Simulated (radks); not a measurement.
Effect of the nuclear size on the ytterbium ion Yb3+, [Xe] 4f13. Method: Dirac Kohn-Sham, LDA (Slater exchange, Perdew-Wang correlation), spin-unpolarised, spherical densities, finite nucleus; open shells are shared between the two j in proportion to 2j + 1; Fermi nuclear charge, rms radius 5.3108 fm; computed with a radial shooting solver on a logarithmic mesh with Libxc functionals. The rms radius is varied about that value; shifts are against it.

rms radius (fm)  total energy shift (eV)  density at nucleus (e/bohr^3)  1s1/2 shift (meV)  2s1/2 shift (meV)  5s1/2 shift (meV)  5p1/2 shift (meV)  4f7/2 shift (meV)  6s1/2 (empty) shift (meV)
4.6098                             -9.77                      1.068e+06              -3990               -542              -4.65              0.108              0.537                     -0.807
4.8116                             -7.06                      1.054e+06              -2880               -392              -3.36              0.078              0.388                     -0.583
5.3108                                 0                      1.022e+06              0.000              0.000              0.000              0.000              0.000                      0.000
5.6666                              5.32                      1.002e+06               2170                295               2.53             -0.059             -0.292                      0.439
5.9056                              9.03                      9.896e+05               3690                501               4.30             -0.099             -0.496                      0.746

Slopes of the eigenvalues against <r^2> in GHz/fm^2, as finite differences over the two radii next to the reference (eigenvalue slopes, not the field-shift constants of lines): 1s1/2 136000, 2s1/2 18500, 5s1/2 159, 5p1/2 -3.68, 4f7/2 -18.4, 6s1/2 (empty) 27.6.
